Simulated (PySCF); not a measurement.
Harmonic spectrum computed at PBE0 in the def2-TZVP basis family (core potentials from Rb on, PySCF, no spin–orbit coupling):

| symmetry | ω (cm⁻¹) | IR (km/mol, summed over degenerate members) |
| --- | --- | --- |
| πu | 99 | 32.4 |
| σg+ | 180 | 0.0 |
| σu+ | 577 | 145 |

**Question.** Which molecule gave it? In each, all ligands are bound to the one heavy central atom.
A. GaI₂⁺ (singlet)
B. InI₂⁺ (singlet)
C. PI₂⁺ (singlet)
D. AlI₂⁺ (singlet)

**Answer.** D. It has D∞h symmetry with Al–I 2.359 Å (×2).
